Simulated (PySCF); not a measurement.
Atomic charges against the basis set

C3H4AlFO2.
Cartesian coordinates in Å at the PBE0-D3(BJ)/def2-SVP level; atoms count from 1:
```
atom  x, y, z in Å
F1    -2.0086   -1.7546   -0.3803
C2    -1.0130   -0.9209   -0.1925
C3    -1.3265    0.4460   -0.1773
C4    -0.3186    1.3826    0.0225
O5     0.9131    1.1310    0.1984
Al6    1.7492   -0.5296    0.2294
O7     0.1072   -1.4402   -0.0468
H8    -2.3582    0.7603   -0.3200
H9    -0.5968    2.4498    0.0330
H10    2.6324   -0.7041   -1.0747
H11    2.2485   -0.8503    1.6984
```

PBE0 throughout (PySCF), one geometry, spherical d and f functions. Geometry: PBE0-D3(BJ)/def2-SVP; no solvent, vibrations or thermal averaging. The first 7 of 10 kinds of atom are listed.

Mulliken charges (e):

| basis | functions | F1 | C2 | C3 | C4 | O5 | Al6 | O7 |
| --- | --- | --- | --- | --- | --- | --- | --- | --- |
| STO-3G | 43 | -0.052 | +0.258 | -0.200 | +0.069 | -0.292 | +0.825 | -0.298 |
| 6-31G | 75 | -0.257 | +0.641 | -0.279 | +0.232 | -0.655 | +0.906 | -0.612 |
| pcSseg-0 | 75 | -0.302 | +0.785 | -0.430 | +0.278 | -0.727 | +1.146 | -0.693 |
| 6-31G* | 110 | -0.258 | +0.718 | -0.392 | +0.220 | -0.521 | +0.601 | -0.514 |
| cc-pVDZ | 122 | -0.115 | +0.402 | -0.237 | +0.278 | -0.361 | +0.530 | -0.327 |
| def2-SVP | 122 | -0.143 | +0.454 | -0.273 | +0.268 | -0.396 | +0.732 | -0.353 |
| aug-cc-pVDZ | 201 | -0.457 | +0.856 | +0.744 | +0.542 | -0.364 | -0.296 | -0.389 |
| 6-311+G(2d,p) | 221 | -0.257 | +0.469 | +0.113 | +0.036 | -0.525 | +0.748 | -0.556 |
| def2-TZVP | 247 | -0.129 | +0.417 | -0.316 | +0.161 | -0.285 | +0.366 | -0.246 |
| cc-pVTZ | 270 | -0.106 | +0.405 | -0.335 | +0.150 | -0.247 | +0.314 | -0.216 |
| IGLO-III | 294 | -0.193 | +0.496 | -0.214 | +0.145 | -0.464 | +1.053 | -0.465 |
| pcSseg-2 | 315 | -0.203 | +0.595 | -0.291 | +0.374 | -0.512 | +0.900 | -0.463 |

IAO charges (e):

```json
{"basis": "STO-3G", "functions": "43", "F1": "-0.069", "C2": "+0.331", "C3": "-0.331", "C4": "+0.063", "O5": "-0.331", "Al6": "+0.994", "O7": "-0.330"}
{"basis": "6-31G", "functions": "75", "F1": "-0.212", "C2": "+0.550", "C3": "-0.354", "C4": "+0.179", "O5": "-0.455", "Al6": "+0.757", "O7": "-0.433"}
{"basis": "pcSseg-0", "functions": "75", "F1": "-0.203", "C2": "+0.554", "C3": "-0.365", "C4": "+0.186", "O5": "-0.449", "Al6": "+0.777", "O7": "-0.433"}
{"basis": "6-31G*", "functions": "110", "F1": "-0.225", "C2": "+0.616", "C3": "-0.369", "C4": "+0.218", "O5": "-0.483", "Al6": "+0.819", "O7": "-0.462"}
{"basis": "cc-pVDZ", "functions": "122", "F1": "-0.225", "C2": "+0.614", "C3": "-0.376", "C4": "+0.216", "O5": "-0.478", "Al6": "+0.815", "O7": "-0.457"}
{"basis": "def2-SVP", "functions": "122", "F1": "-0.225", "C2": "+0.610", "C3": "-0.371", "C4": "+0.217", "O5": "-0.475", "Al6": "+0.831", "O7": "-0.454"}
{"basis": "aug-cc-pVDZ", "functions": "201", "F1": "-0.237", "C2": "+0.619", "C3": "-0.378", "C4": "+0.216", "O5": "-0.484", "Al6": "+0.829", "O7": "-0.460"}
{"basis": "6-311+G(2d,p)", "functions": "221", "F1": "-0.238", "C2": "+0.620", "C3": "-0.377", "C4": "+0.217", "O5": "-0.488", "Al6": "+0.846", "O7": "-0.463"}
{"basis": "def2-TZVP", "functions": "247", "F1": "-0.238", "C2": "+0.626", "C3": "-0.380", "C4": "+0.220", "O5": "-0.490", "Al6": "+0.852", "O7": "-0.466"}
{"basis": "cc-pVTZ", "functions": "270", "F1": "-0.236", "C2": "+0.626", "C3": "-0.381", "C4": "+0.219", "O5": "-0.488", "Al6": "+0.844", "O7": "-0.465"}
{"basis": "IGLO-III", "functions": "294", "F1": "-0.239", "C2": "+0.623", "C3": "-0.379", "C4": "+0.217", "O5": "-0.489", "Al6": "+0.853", "O7": "-0.464"}
{"basis": "pcSseg-2", "functions": "315", "F1": "-0.238", "C2": "+0.625", "C3": "-0.381", "C4": "+0.219", "O5": "-0.490", "Al6": "+0.852", "O7": "-0.465"}
```

**Question.** Which scheme is steadiest as the basis changes?

**Answer.** Largest range over the bases for any column: IAO 0.30 e, Mulliken 1.44 e. IAO charges move least and Mulliken charges most, counted in e. Without the minimal STO-3G basis the ranges are IAO 0.10, Mulliken 1.44 e.

**Question.** How much do the charges still move between the two largest bases, IGLO-III and pcSseg-2?

**Answer.** At most, over all atoms: Mulliken 0.229 e, IAO 0.003 e.

**Question.** What do the same runs give for the total energy, the frontier levels and the dipole moment?

**Answer.** 
```json
{"basis": "STO-3G", "energy (Eh)": "-601.1968", "HOMO (eV)": "-4.29", "LUMO (eV)": "1.40", "μ (D)": "1.84"}
{"basis": "6-31G", "energy (Eh)": "-608.8599", "HOMO (eV)": "-7.58", "LUMO (eV)": "-2.25", "μ (D)": "3.48"}
{"basis": "pcSseg-0", "energy (Eh)": "-607.8935", "HOMO (eV)": "-7.79", "LUMO (eV)": "-2.48", "μ (D)": "3.93"}
{"basis": "6-31G*", "energy (Eh)": "-608.9908", "HOMO (eV)": "-7.41", "LUMO (eV)": "-1.95", "μ (D)": "3.47"}
{"basis": "cc-pVDZ", "energy (Eh)": "-609.0336", "HOMO (eV)": "-7.46", "LUMO (eV)": "-2.06", "μ (D)": "3.36"}
{"basis": "def2-SVP", "energy (Eh)": "-608.6672", "HOMO (eV)": "-7.55", "LUMO (eV)": "-2.20", "μ (D)": "3.50"}
{"basis": "aug-cc-pVDZ", "energy (Eh)": "-609.0591", "HOMO (eV)": "-7.56", "LUMO (eV)": "-2.30", "μ (D)": "3.40"}
{"basis": "6-311+G(2d,p)", "energy (Eh)": "-609.1330", "HOMO (eV)": "-7.60", "LUMO (eV)": "-2.34", "μ (D)": "3.47"}
{"basis": "def2-TZVP", "energy (Eh)": "-609.1738", "HOMO (eV)": "-7.57", "LUMO (eV)": "-2.27", "μ (D)": "3.48"}
{"basis": "cc-pVTZ", "energy (Eh)": "-609.1576", "HOMO (eV)": "-7.55", "LUMO (eV)": "-2.22", "μ (D)": "3.47"}
{"basis": "IGLO-III", "energy (Eh)": "-609.1772", "HOMO (eV)": "-7.58", "LUMO (eV)": "-2.31", "μ (D)": "3.46"}
{"basis": "pcSseg-2", "energy (Eh)": "-609.1761", "HOMO (eV)": "-7.61", "LUMO (eV)": "-2.32", "μ (D)": "3.47"}
```

The dipole is fixed by the density alone, so its range of 2.09 D shows that the density itself changes with the basis, not only its division among atoms.
